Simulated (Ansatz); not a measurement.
```xyz
15

C     0.2290    0.6511    1.3025
C     0.5706   -0.1550    0.0616
C     1.4050   -1.3743    0.3975
O    -0.5936   -0.6115   -0.5966
Sn   -1.7832    0.6451   -1.5324
H     1.1341    0.9762    1.8216
H    -0.3686    0.0457    1.9891
H    -0.3466    1.5478    1.0519
H     1.1571    0.4875   -0.6174
H     1.6339   -1.9374   -0.5087
H     0.8520   -2.0287    1.0763
H     2.3436   -1.0866    0.8776
H    -2.6097   -0.3414   -2.6429
H    -2.8443    1.3681   -0.4057
H    -0.7793    1.8134   -2.2745
```

Total charge 0; spin multiplicity 1. Sn takes the def2 core potential.

Question: List the B3LYP/def2-TZVPP orbital energies in eV (Ansatz). (An estimate is asked.)

Answer: The calculation gave: Occupied: -519.84, -278.05, -276.47, -276.28, -138.92, -93.79, -93.75, -93.74, -28.56, -28.06, -28.04, -27.94, -27.93, -26.26, -20.74, -18.75, -15.72, -14.41, -12.62, -12.11, -11.66, -10.55, -10.24, -9.98, -9.68, -9.17, -9.04, -7.77, -7.20. Lowest empty: -0.53, 0.04, 0.83, 0.91, 1.44, 1.96, 2.13, 2.44.

B3LYP here is the variant with VWN-RPA as its local correlation; programs differ in this.
